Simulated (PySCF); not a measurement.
## Correlation energy of C⁺ (carbon, charge +1)

[He] 2s2 2p1, 2P determinant. All numbers are calculated (PySCF 2.14, scalar relativity by spin-free X2C-1e, in Sapporo-DZP-2012 (4s3p1d, 18 functions)). Frozen: 1s2; 3 electrons correlated.

MP2 pair energies summed by pair of shells (mhartree):

| pair | energy | share (%) |
| --- | --- | --- |
| 2s-2s | -26.41 | 60.5 |
| 2s-2p | -17.26 | 39.5 |

Total MP2 correlation energy: -43.67 mhartree.

Same-spin part -2.83 and opposite-spin part -40.84 mhartree; SCS-MP2 scales them by 1/3 and 6/5 to -49.95 mhartree.

```
  level  correlation energy (mhartree)
   CCSD                         -69.84
    (T)                          -0.73
CCSD(T)                         -70.57
```

Diagnostics: T1 = 0.0096, D1 = 0.0182, largest double amplitude 0.135.

Cost of the coupled-cluster step: 0.09 s of wall time on 1 thread of Intel(R) Xeon(R) 6975P-C (shared host), for 3 correlated electrons.

Iterations:

```
CC2 = 0
CCSD nocc = (np.int64(2), np.int64(1)), nmo = (17, 17)
frozen orbitals [[0], [0]]
max_cycle = 100
direct = 0
conv_tol = 1e-08
conv_tol_normt = 1e-06
diis_space = 8
diis_start_cycle = 0
Init t2, MP2 energy = -0.0436698661785931
Init E_corr(UCCSD) = -0.0436698661786692
cycle = 1  E_corr(UCCSD) = -0.0586170635526312  dE = -0.0149471974  norm(t1,t2) = 0.0577377
cycle = 2  E_corr(UCCSD) = -0.064603567401538  dE = -0.00598650385  norm(t1,t2) = 0.0277282
cycle = 3  E_corr(UCCSD) = -0.0698940423805325  dE = -0.00529047498  norm(t1,t2) = 0.0141263
cycle = 4  E_corr(UCCSD) = -0.0698078047983087  dE = 8.62375822e-05  norm(t1,t2) = 0.00136219
cycle = 5  E_corr(UCCSD) = -0.0698519683916191  dE = -4.41635933e-05  norm(t1,t2) = 0.000202418
cycle = 6  E_corr(UCCSD) = -0.0698310002514772  dE = 2.09681401e-05  norm(t1,t2) = 4.43856e-05
cycle = 7  E_corr(UCCSD) = -0.0698382049402566  dE = -7.20468878e-06  norm(t1,t2) = 1.81684e-05
cycle = 8  E_corr(UCCSD) = -0.0698381703497193  dE = 3.45905373e-08  norm(t1,t2) = 1.67708e-06
cycle = 9  E_corr(UCCSD) = -0.069837882127036  dE = 2.88222683e-07  norm(t1,t2) = 7.76426e-07
cycle = 10  E_corr(UCCSD) = -0.0698378948166573  dE = -1.26896213e-08  norm(t1,t2) = 3.98931e-08
cycle = 11  E_corr(UCCSD) = -0.0698378929445991  dE = 1.87205818e-09  norm(t1,t2) = 1.67156e-08
UCCSD converged
E(UCCSD) = -37.3720010057043  E_corr = -0.06983789294459909
UCCSD(T) correction = -0.000730703887132559
```
